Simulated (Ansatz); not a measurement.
`NC[SiH2]Cl` and `CCC[SiH2]Cl` differ in one atom or group.

Ansatz, PBE0-D4/def2-TZVP geometries, multiplicity 1. Each molecule was computed in one conformer, which needn't be the lowest.

| property | `NC[SiH2]Cl` |
| --- | --- |
| HOMO energy (PBE0/def2-TZVPP) / eV | -7.13 |
| LUMO energy (ωB97M-V/def2-TZVPP) / eV | 2.04 |
| HOMO–LUMO gap (PBE/def2-TZVPP) / eV | 5.05 |
| size of the dipole moment (ωB97M-V/def2-TZVPP) / D | 2.01 |
| HOMO energy (PBE/def2-TZVPP) / eV | -5.64 |
| HOMO–LUMO gap (PBE0/def2-TZVPP) / eV | 7.43 |

(1) What does the change do to each property? (Estimate.)

Results:

(1) The calculation gave: 
```tsv
property	`CCC[SiH2]Cl`	shift
HOMO energy (PBE0/def2-TZVPP) / eV	-8.43	-1.30
LUMO energy (ωB97M-V/def2-TZVPP) / eV	2.19	0.15
HOMO–LUMO gap (PBE/def2-TZVPP) / eV	6.69	1.64
size of the dipole moment (ωB97M-V/def2-TZVPP) / D	1.86	-0.15
HOMO energy (PBE/def2-TZVPP) / eV	-7.12	-1.48
HOMO–LUMO gap (PBE0/def2-TZVPP) / eV	8.88	1.45
```

With PBE0 the HOMO falls by 1.30 eV and the LUMO rises by 0.15 eV, so the gap widens by about 1.45 eV. PBE moves the HOMO by -1.48 eV and ωB97M-V by -1.11 eV. Dipoles are sizes alone; their direction can turn.
